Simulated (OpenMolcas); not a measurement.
Pr4+ among 6 point charges of -2 e arranged as a trigonal antiprism (D3d), with a polar angle of 53.6° against the regular 54.74°.

- Program: OpenMolcas
- Method: CASSCF
- Basis: ANO-RCC-VDZP [7s6p4d2f1g]
- Scalar Hamiltonian: DKH2, point nucleus
- Active space: 1 electron in 7 orbitals (4f)
- State averaging: 2S+1 = 2 odd, 7 roots
- Spin-orbit coupling: state interaction with AMFI integrals over the reference wave functions

All point charges move together. At R = 2.8 Å the width of the lowest J multiplet is 260 cm-1, and at R = 3.03 Å it is 183 cm-1.

**Question.** A third run gives 391 cm-1. What distance was it run at?

**Answer.** With a power law R^-n the two known points give n = -ln(183 / 260) / ln(3.03 / 2.8) = 4.45. Then R = 2.8 × (260 / 391)^(1/4.45) = 2.555 Å. The run was at 2.56 Å, so the estimate is off by -0.005 Å.

Point charges carry no covalency, so the field is a model and not that of real ligands. No measured value stands beside these numbers.
